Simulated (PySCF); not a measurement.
Vertical excitations of a molecule C₃H₅BO₂ from TDA-PBE/def2-SVPD (PySCF), as energy in eV (oscillator strength): 4.91 (0.000), 5.52 (0.062), 5.99 (0.006), 6.70 (0.008), 6.74 (0.002), 6.85 (0.046), 6.88 (0.001), 6.95 (0.050), 7.29 (0.065), 7.31 (0.009). Lowest triplet (TDA): 3.96 eV. Coordinates come from a PBE-D3(BJ)/def2-SVP optimisation. Other conformers were not sampled.

### Question
Which structure fits?
A) C#CB(O)CO
B) OB1CC=CO1
C) C=C=CB(O)O
D) C=C1COB1O

### Answer
B, OB1CC=CO1
